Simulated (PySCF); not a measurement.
propylene glycol (C3H8O2), singlet, geometry from GFN2-xTB; PySCF with PBE0/6-31G.

The PySCF input:
```python
from pyscf import gto, scf, dft

mol = gto.Mole()
mol.atom = '''
    C     1.83324331    0.13638099    0.35090210
    C     0.42691443    0.30654220   -0.21207806
    O    -0.28124422    1.34971891    0.43155499
    C    -0.38814764   -0.99223231   -0.10847029
    O    -1.67642873   -0.82208827   -0.63781928
    H     2.36667096    1.08275455    0.30757844
    H     1.78849069   -0.19345144    1.38820166
    H     2.38133734   -0.60316406   -0.22521041
    H     0.47213216    0.61355869   -1.26229834
    H    -0.25594914    1.19385292    1.38370519
    H     0.09000513   -1.79465989   -0.67338889
    H    -0.44945832   -1.29548663    0.95090902
    H    -1.96390590    0.07140544   -0.40150486
'''
mol.basis = '6-31g'
mol.verbose = 4
mol.build()

mf = dft.RKS(mol)
mf.xc = 'pbe0'
mf.level_shift = 1.0
mf.max_cycle = 100
mf.kernel()
```

What the program printed (banner, timings and long lists left out):

```
PySCF version 2.14.0

[INPUT] verbose = 4
[INPUT] num. atoms = 13
[INPUT] num. electrons = 42
[INPUT] charge = 0
[INPUT] spin (= nelec alpha-beta = 2S) = 0
[INPUT] symmetry False subgroup None
[INPUT] Mole.unit = angstrom
[INPUT] Symbol           X                Y                Z      unit          X                Y                Z       unit  Magmom
[...]
nuclear repulsion = 195.328208364368
number of shells = 41
number of NR pGTOs = 142
number of NR cGTOs = 61
basis = 6-31g
ecp = {}

******** <class 'pyscf.dft.rks.RKS'> ********
method = RKS
initial guess = minao
damping factor = 0
level_shift factor = 1.0
DIIS = <class 'pyscf.scf.diis.CDIIS'>
diis_start_cycle = 1
diis_space = 8
diis_damp = 0
SCF conv_tol = 1e-09
SCF conv_tol_grad = None
SCF max_cycles = 100
direct_scf = True
direct_scf_tol = 1e-13
XC library pyscf.dft.libxc version 7.1.2
    S. Lehtola, C. Steigemann, M. J. T. Oliveira, and M. A. L. Marques,  SoftwareX 7, 1–5 (2018)
XC functionals = pbe0
    C. Adamo and V. Barone,  J. Chem. Phys. 110, 6158 (1999)
    M. Ernzerhof and G. E. Scuseria,  J. Chem. Phys. 110, 5029 (1999)
radial grids:
    Treutler-Ahlrichs [JCP 102, 346 (1995); DOI:10.1063/1.469408] (M4) radial grids

becke partition: Becke, JCP 88, 2547 (1988); DOI:10.1063/1.454033
pruning grids: <function nwchem_prune>
grids dens level: 3
symmetrized grids: False
atomic radii adjust function: <function treutler_atomic_radii_adjust>
small_rho_cutoff = 0
Set gradient conv threshold to 3.16228e-05
Initial guess from minao.
tot grids = 148984
init E= -269.64918377139
[...]
cycle= 1 E= -268.931208775772  delta_E= 0.718  |g|= 0.947  |ddm|= 2.99
[...]
cycle= 2 E= -269.141570780966  delta_E= -0.21  |g|= 0.316  |ddm|= 0.881
[...]
cycle= 3 E= -269.165289950587  delta_E= -0.0237  |g|= 0.119  |ddm|= 0.287
[...]
cycle= 4 E= -269.169769590564  delta_E= -0.00448  |g|= 0.0587  |ddm|= 0.143
[...]
cycle= 5 E= -269.171023622697  delta_E= -0.00125  |g|= 0.0294  |ddm|= 0.074
[...]
cycle= 6 E= -269.171401012633  delta_E= -0.000377  |g|= 0.0165  |ddm|= 0.0461
[...]
cycle= 7 E= -269.171531220787  delta_E= -0.00013  |g|= 0.0101  |ddm|= 0.0295
[...]
cycle= 8 E= -269.171581911142  delta_E= -5.07e-05  |g|= 0.00626  |ddm|= 0.0191
[...]
cycle= 9 E= -269.171602532951  delta_E= -2.06e-05  |g|= 0.00412  |ddm|= 0.0126
[...]
cycle= 10 E= -269.171611572813  delta_E= -9.04e-06  |g|= 0.00266  |ddm|= 0.0084
[...]
cycle= 11 E= -269.171615430328  delta_E= -3.86e-06  |g|= 0.00184  |ddm|= 0.00558
[...]
cycle= 12 E= -269.171617218287  delta_E= -1.79e-06  |g|= 0.00127  |ddm|= 0.00376
[...]
cycle= 13 E= -269.171618044227  delta_E= -8.26e-07  |g|= 0.000888  |ddm|= 0.00253
[...]
cycle= 14 E= -269.171618438819  delta_E= -3.95e-07  |g|= 0.000613  |ddm|= 0.00173
[...]
cycle= 15 E= -269.171618626051  delta_E= -1.87e-07  |g|= 0.000424  |ddm|= 0.00118
[...]
cycle= 16 E= -269.171618715486  delta_E= -8.94e-08  |g|= 0.0003  |ddm|= 0.000811
[...]
cycle= 17 E= -269.171618759473  delta_E= -4.4e-08  |g|= 0.00021  |ddm|= 0.000561
[...]
cycle= 18 E= -269.171618781123  delta_E= -2.16e-08  |g|= 0.000148  |ddm|= 0.00039
[...]
cycle= 19 E= -269.171618791828  delta_E= -1.07e-08  |g|= 0.000105  |ddm|= 0.000273
[...]
cycle= 20 E= -269.171618797142  delta_E= -5.31e-09  |g|= 7.49e-05  |ddm|= 0.000191
[...]
cycle= 21 E= -269.171618799855  delta_E= -2.71e-09  |g|= 5.31e-05  |ddm|= 0.000135
[...]
cycle= 22 E= -269.171618801235  delta_E= -1.38e-09  |g|= 3.74e-05  |ddm|= 9.56e-05
[...]
cycle= 23 E= -269.171618801936  delta_E= -7.01e-10  |g|= 2.67e-05  |ddm|= 6.78e-05
[...]
Extra cycle  E= -269.17161880252  delta_E= -5.84e-10  |g|= 2.89e-05  |ddm|= 0.000163
converged SCF energy = -269.17161880252
```
